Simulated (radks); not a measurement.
Species: neutral dysprosium. Configuration: [Xe] 4f10 6s2 (the NIST ground configuration).

All-electron calculation, Dirac Kohn-Sham, PBE, spin-unpolarised, spherical densities, point nucleus; open shells fill j = l - 1/2 first. Program: a radial shooting solver on a logarithmic mesh with Libxc functionals.

Energy parts (eV):
| part | energy |
|---|---|
| total | -331115.88 |
| kinetic | 363281.02 |
| electron-nucleus | -816555.46 |
| Hartree | 129354.95 |
| exchange-correlation | -7196.39 |

Orbitals (lengths in bohr, moments of r in powers of bohr; <r^-3> diverges for s and p1/2; r(max) is where P^2 peaks):
| orbital | occ. | eigenvalue (eV) | <1/r> | r(max) | <r^-3> |
|---|---|---|---|---|---|
| 1s1/2 | 2 | -53602.48 | 74.59 | 0.01337 | - |
| 2s1/2 | 2 | -8920.872 | 17.87 | 0.07620 | - |
| 2p1/2 | 2 | -8483.428 | 17.84 | 0.05740 | - |
| 2p3/2 | 4 | -7683.162 | 15.62 | 0.06342 | 11000 |
| 3s1/2 | 2 | -1985.414 | 6.526 | 0.2156 | - |
| 3p1/2 | 2 | -1794.780 | 6.441 | 0.2031 | - |
| 3p3/2 | 4 | -1628.586 | 5.876 | 0.2157 | 2367 |
| 3d3/2 | 4 | -1301.303 | 5.758 | 0.1709 | 400.3 |
| 3d5/2 | 6 | -1265.016 | 5.619 | 0.1744 | 353.0 |
| 4s1/2 | 2 | -392.5766 | 2.727 | 0.4944 | - |
| 4p1/2 | 2 | -317.4073 | 2.619 | 0.4977 | - |
| 4p3/2 | 4 | -280.2807 | 2.425 | 0.5246 | 529.3 |
| 4d3/2 | 4 | -156.6092 | 2.204 | 0.5298 | 76.23 |
| 4d5/2 | 6 | -149.8884 | 2.156 | 0.5386 | 66.13 |
| 5s1/2 | 2 | -48.7953 | 1.023 | 1.159 | - |
| 5p1/2 | 2 | -28.6360 | 0.8948 | 1.268 | - |
| 5p3/2 | 4 | -23.9633 | 0.8249 | 1.352 | 65.15 |
| 6s1/2 | 2 | -3.7461 | 0.3046 | 3.472 | - |
| 4f5/2 | 6 | -3.4830 | 1.564 | 0.5366 | 9.181 |
| 4f7/2 | 4 | -2.6089 | 1.536 | 0.5419 | 8.758 |
| 6p1/2 | 0 | -1.3137 | 0.2200 | 4.577 | - |
| 5d3/2 | 0 | -1.2853 | 0.4084 | 2.069 | 2.263 |
| 6p3/2 | 0 | -1.0995 | 0.2049 | 4.891 | 3.018 |
| 5d5/2 | 0 | -1.0990 | 0.3870 | 2.158 | 1.799 |

The highest occupied level is 4f7/2 at -2.609 eV. Summed over all electrons, <r^2> = 78.03 bohr^2, which gives a Langevin (diamagnetic) susceptibility term of -61.8 x 10^-6 cm^3/mol. The density falls to 0.001 e/bohr^3 at r = 5.16 bohr. For comparison, the ionisation energy in NIST's Atomic Spectra Database is 5.939 eV (measured). In exact Kohn-Sham theory the highest level is minus the ionisation energy, but local and semilocal functionals leave it too shallow, through self-interaction and a potential that decays too fast; potentials with the right tail come closer.

Beside tabulated values, note that spin-unpolarised runs miss the spin-polarisation part of the exchange energy of open shells.
